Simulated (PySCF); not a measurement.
PySCF input for C₄H₁₀Si₂, SMILES C=C1CC[Si@H]1[SiH3], TDA-PBE0/def2-SVPD. Geometry: B3LYP-D3(BJ)/def2-SVP. A frequency run showed that this geometry is not a minimum. The structure was generated by enumeration; whether it is a known compound was not checked.

```python
import numpy as np
from pyscf import gto, scf, dft, tdscf

mol = gto.M(
    atom='''
    C    -1.66598519    0.56723299    1.83937550
    C    -1.25710087    0.22067988    0.61717081
    C    -1.82096599    0.62599856   -0.75261825
    C    -0.75759272   -0.00170388   -1.71837872
    Si    0.14173614   -0.75383948   -0.20069168
    Si    2.31089208    0.02284231    0.25965612
    H    -1.15402390    0.21068567    2.73903172
    H    -2.53217945    1.22272075    1.99738306
    H    -2.82381301    0.19404085   -0.91427964
    H    -1.92042652    1.71927292   -0.86583039
    H    -0.17525022    0.74977678   -2.27186894
    H    -1.17397183   -0.71265412   -2.44650835
    H     0.08573627   -2.24400925   -0.07093190
    H     2.67465964   -0.24842448    1.68354755
    H     2.36251993    1.49799144    0.02975231
    H     3.32982249   -0.62868552   -0.61909376
    ''',
    basis='def2-SVPD',
    charge=0,
    spin=0,
    max_memory=1600,
    verbose=4,
)
mf = dft.RKS(mol, xc='pbe0').density_fit(auxbasis='def2-universal-jkfit')
mf.grids.level = 3
mf.conv_tol = 1e-9
mf.max_cycle = 100
mf.kernel()
mf.grids = dft.Grids(mol).set(level=1).build(with_non0tab=True)  # coarser grid for the response kernel
td = tdscf.TDA(mf)
td.singlet = True
td.nstates = 6
td.conv_tol = 1e-4
td.positive_eig_threshold = 1e-6
td.kernel(x0=td.get_init_guess(mf, 11))
td.analyze()
tt = tdscf.TDA(mf)
tt.singlet = False
tt.nstates = 2
tt.conv_tol = 1e-4
tt.positive_eig_threshold = 1e-6
tt.kernel(x0=tt.get_init_guess(mf, 7))
tt.analyze(verbose=3)
```

Output:

```
PySCF version 2.14.0

[INPUT] verbose = 4
[INPUT] num. atoms = 16
[INPUT] num. electrons = 62
[INPUT] charge = 0
[INPUT] spin (= nelec alpha-beta = 2S) = 0
[INPUT] symmetry False subgroup None
[INPUT] Mole.unit = angstrom
[INPUT] Symbol           X                Y                Z      unit          X                Y                Z       unit  Magmom
[INPUT]  1 C     -1.665985190000   0.567232990000   1.839375500000 AA   -3.148255736681   1.071914999918   3.475915935235 Bohr   0.0
[INPUT]  2 C     -1.257100870000   0.220679880000   0.617170810000 AA   -2.375576355252   0.417024534402   1.166283802976 Bohr   0.0
[INPUT]  3 C     -1.820965990000   0.625998560000  -0.752618250000 AA   -3.441127003247   1.182965832772  -1.422242368849 Bohr   0.0
[INPUT]  4 C     -0.757592720000  -0.001703880000  -1.718378720000 AA   -1.431642754764  -0.003219866549  -3.247265159081 Bohr   0.0
[INPUT]  5 Si     0.141736140000  -0.753839480000  -0.200691680000 AA    0.267842486553  -1.424550159085  -0.379252310679 Bohr   0.0
[INPUT]  6 Si     2.310892080000   0.022842310000   0.259656120000 AA    4.366953134626   0.043165709952   0.490678953367 Bohr   0.0
[INPUT]  7 H     -1.154023900000   0.210685670000   2.739031720000 AA   -2.180789112202   0.398138214670   5.176019797296 Bohr   0.0
[INPUT]  8 H     -2.532179450000   1.222720750000   1.997383060000 AA   -4.785125658752   2.310607344323   3.774506949246 Bohr   0.0
[INPUT]  9 H     -2.823813010000   0.194040850000  -0.914279640000 AA   -5.336233215884   0.366684063478  -1.727738120866 Bohr   0.0
[INPUT] 10 H     -1.920426520000   1.719272920000  -0.865830390000 AA   -3.629080165152   3.248954952181  -1.636182307425 Bohr   0.0
[INPUT] 11 H     -0.175250220000   0.749776780000  -2.271868940000 AA   -0.331174919070   1.416872768758  -4.293210087506 Bohr   0.0
[INPUT] 12 H     -1.173971830000  -0.712654120000  -2.446508350000 AA   -2.218485236654  -1.346721108343  -4.623230742962 Bohr   0.0
[INPUT] 13 H      0.085736270000  -2.244009250000  -0.070931900000 AA    0.162018069242  -4.240562903491  -0.134041864495 Bohr   0.0
[INPUT] 14 H      2.674659640000  -0.248424480000   1.683547550000 AA    5.054374196028  -0.469454229837   3.181443787183 Bohr   0.0
[INPUT] 15 H      2.362519930000   1.497991440000   0.029752310000 AA    4.464515631527   2.830793558543   0.056223717473 Bohr   0.0
[INPUT] 16 H      3.329822490000  -0.628685520000  -0.619093760000 AA    6.292452549517  -1.188043451280  -1.169917651827 Bohr   0.0

nuclear repulsion = 337.905074869945
number of shells = 92
number of NR pGTOs = 304
number of NR cGTOs = 208
basis = def2-SVPD
ecp = {}


[settings echo left out]
init E= -736.883615490304
  HOMO = -0.289483615417355  LUMO = -0.097808756437181  gap/eV = 5.21574
cycle= 1 E= -736.617170352966  delta_E= 0.266  |g|= 0.358  |ddm|= 5.36
  HOMO = -0.212571888454204  LUMO = 0.000405921437907963  gap/eV = 5.79542
cycle= 2 E= -736.596287961215  delta_E= 0.0209  |g|= 0.445  |ddm|= 1.35
  HOMO = -0.265137044530807  LUMO = -0.0256720959671304  gap/eV = 6.51617
cycle= 3 E= -736.65415480869  delta_E= -0.0579  |g|= 0.0601  |ddm|= 0.731
  HOMO = -0.266046829233218  LUMO = -0.0248877989516751  gap/eV = 6.56227
cycle= 4 E= -736.654692001542  delta_E= -0.000537  |g|= 0.0416  |ddm|= 0.155
  HOMO = -0.265832785395153  LUMO = -0.0243044411277595  gap/eV = 6.57232
cycle= 5 E= -736.655152458213  delta_E= -0.00046  |g|= 0.0052  |ddm|= 0.0639
  HOMO = -0.265544096466829  LUMO = -0.0241997382994805  gap/eV = 6.56731
cycle= 6 E= -736.655161074672  delta_E= -8.62e-06  |g|= 0.00108  |ddm|= 0.0137
  HOMO = -0.265665893513451  LUMO = -0.0242963364072577  gap/eV = 6.56800
cycle= 7 E= -736.65516139758  delta_E= -3.23e-07  |g|= 0.000391  |ddm|= 0.00257
  HOMO = -0.265633243851668  LUMO = -0.0242560228955373  gap/eV = 6.56821
cycle= 8 E= -736.655161440579  delta_E= -4.3e-08  |g|= 7.19e-05  |ddm|= 0.000835
  HOMO = -0.265629989387188  LUMO = -0.0242524552589023  gap/eV = 6.56822
cycle= 9 E= -736.655161442265  delta_E= -1.69e-09  |g|= 1.55e-05  |ddm|= 0.000203
  HOMO = -0.265630933696086  LUMO = -0.024253160644006  gap/eV = 6.56822
cycle= 10 E= -736.655161442344  delta_E= -7.87e-11  |g|= 4.08e-06  |ddm|= 4.85e-05
  HOMO = -0.265630650600708  LUMO = -0.0242527129506387  gap/eV = 6.56823
Extra cycle  E= -736.655161442341  delta_E= 2.96e-12  |g|= 4.35e-06  |ddm|= 2e-05
converged SCF energy = -736.655161442341
tot grids = 58264
Overwritten attributes  positive_eig_threshold  of <class 'pyscf.tdscf.rks.TDA'>


******** <class 'pyscf.tdscf.rks.TDA'> for <class 'pyscf.df.df_jk.DFRKS'> ********
nstates = 6 singlet
deg_eia_thresh = 1.000e-03
wfnsym = None
conv_tol = 0.0001
eigh lindep = 1e-12
eigh level_shift = 0
eigh max_cycle = 100


Excitation energies (eV)
[5.5705278  5.85118328 6.22802129 6.30688048 6.46076575 6.56765861]

** Singlet excitation energies and oscillator strengths **
Excited State   1:      5.57053 eV    222.57 nm  f=0.0566
      29 -> 32        0.11998
      30 -> 32       -0.53191
      31 -> 32        0.42134
Excited State   2:      5.85118 eV    211.90 nm  f=0.0125
      31 -> 33        0.68819
Excited State   3:      6.22802 eV    199.07 nm  f=0.0465
      29 -> 32       -0.32254
      30 -> 33       -0.60105
      31 -> 32        0.11030
Excited State   4:      6.30688 eV    196.59 nm  f=0.0279
      29 -> 32        0.54028
      30 -> 32       -0.10611
      30 -> 33       -0.32068
      31 -> 32       -0.25718
Excited State   5:      6.46077 eV    191.90 nm  f=0.2557
      28 -> 32       -0.20283
      29 -> 32       -0.26843
      30 -> 32       -0.37305
      31 -> 32       -0.43962
Excited State   6:      6.56766 eV    188.78 nm  f=0.0204
      30 -> 33       -0.10483
      31 -> 34        0.67447

** Transition electric dipole moments (AU) **
state          X           Y           Z        Dip. S.      Osc.
  1        -0.6071      0.0674      0.2044      0.4149      0.0566
  2        -0.0667     -0.0476      0.2838      0.0873      0.0125
  3        -0.2189      0.1028      0.4966      0.3051      0.0465
  4         0.3978     -0.0703     -0.1318      0.1806      0.0279
  5         0.8083     -0.3650     -0.9105      1.6155      0.2557
  6         0.2370      0.1821      0.1940      0.1270      0.0204

** Transition velocity dipole moments (imaginary part, AU) **
state          X           Y           Z        Dip. S.      Osc.
  1        -0.0724      0.0082      0.0020      0.0053      0.0173
  2        -0.0080     -0.0200     -0.0001      0.0005      0.0014
  3        -0.0289      0.0064      0.0295      0.0018      0.0051
  4         0.0828      0.0264     -0.0060      0.0076      0.0218
  5         0.1316     -0.0349     -0.0729      0.0239      0.0670
  6         0.0566      0.0049      0.0304      0.0042      0.0115

** Transition magnetic dipole moments (imaginary part, AU) **
state          X           Y           Z
  1        -0.1589      0.1900      0.7532
  2        -0.1051      0.7292     -0.2431
  3         0.7970      0.6409     -0.0283
  4         0.3340      0.4146      0.5533
  5        -0.1272      0.2692     -0.2830
  6        -0.0784      0.3783     -0.4998


******** <class 'pyscf.tdscf.rks.TDA'> for <class 'pyscf.df.df_jk.DFRKS'> ********
nstates = 2 triplet
deg_eia_thresh = 1.000e-03
wfnsym = None
conv_tol = 0.0001
eigh lindep = 1e-12
eigh level_shift = 0
eigh max_cycle = 100


Excitation energies (eV)
[3.8065631  5.03585686]

** Triplet excitation energies and oscillator strengths **
Excited State   1:      3.80656 eV    325.71 nm  f=0.0000
Excited State   2:      5.03586 eV    246.20 nm  f=0.0000
```

The run converged.
